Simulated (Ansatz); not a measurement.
Ideal-gas functions of CH3BF2, SMILES `BC(F)F` at 298.15 K and 1 bar, from an Ansatz frequency run at PBE0-D4/def2-TZVP.

Molar mass 63.84 g/mol, point group Cs (symmetry number 1), electronic degeneracy 1, moments of inertia 51.758, 55.366, 99.385 u Å². Harmonic wavenumbers (cm⁻¹, unscaled): 164, 334, 335, 522, 770, 814, 1038, 1104, 1147, 1220, 1335, 1386, 2624, 2723, 2937.

Use S(trans) = R[1.5 ln M + 2.5 ln T − 1.1517]; rotational temperatures θ = 24.2544 K / I; S(rot) = R[ln(√π/σ · √(T³/θAθBθC)) + 1.5]; for each mode x = 1.438777 ν̃/T, S = R[x/(eˣ − 1) − ln(1 − e⁻ˣ)] and H = RT x/(eˣ − 1); 1 cm⁻¹ = 0.0119627 kJ/mol; R = 8.31446 J/(mol·K).

Question: By hand: the entropy, in J/(mol·K).

Answer: Translation 160.7. Rotation: θ = 0.4686, 0.4381, 0.244 K, giving 100.7. Vibration, mode by mode: 10.47, 5.19, 5.17, 2.53, 0.98, 0.82, 0.34, 0.26, 0.22, 0.16, 0.10, 0.08, 0.00, 0.00, 0.00, in all 26.3. Electronic 0.0. Sum 287.7 J/(mol·K).

Question: By hand: H − E and G − E in kJ/mol, counted from the electronic energy.

Answer: Zero-point energy ½ × 18453 × 0.0119627 = 110.4; thermal vibration 4.9; translation, rotation and pV give 4 RT = 9.9. H − E = 125.2 kJ/mol, and G − E = 125.2 − 298.15 × 287.7/1000 = 39.4 kJ/mol.

Vibration gives 9 % of the entropy.
